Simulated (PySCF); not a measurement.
**K⁺ (potassium, charge +1) across methods**

[Ar], closed-shell 1S. Calculation: PySCF 2.14, in x2c-QZVPPall with one added diffuse shell each of s, p, d, f type (12s8p5d4f, 89 functions); scalar relativity by spin-free X2C-1e.

```tsv
method	E (hartree)	mean ε 2p (eV)	mean ε 3s (eV)	mean ε 3p (eV)	Σ⟨r²⟩ (bohr²)	⟨S²⟩
TPSSh	-602.088	-290.19	-43.325	-25.871	19.41	0.000
PBE0	-601.904	-294.72	-44.854	-26.922	19.42	0.000
PBE	-601.861	-286.09	-41.479	-24.905	19.48	0.000
LDA	-600.321	-286.05	-41.394	-24.990	19.52	0.000
UHF	-601.31620	-319.57	-53.790	-31.838	19.48	0.000
CAM-B3LYP	-602.099	-295.38	-46.366	-28.453	19.53	0.000
B97-3	-602.007	-295.49	-45.042	-26.989	19.40	0.000
r2SCAN	-602.040	-289.81	-42.823	-25.472	19.40	0.000
wB97X-V	-601.997	-295.61	-47.531	-29.529	19.46	0.000
```
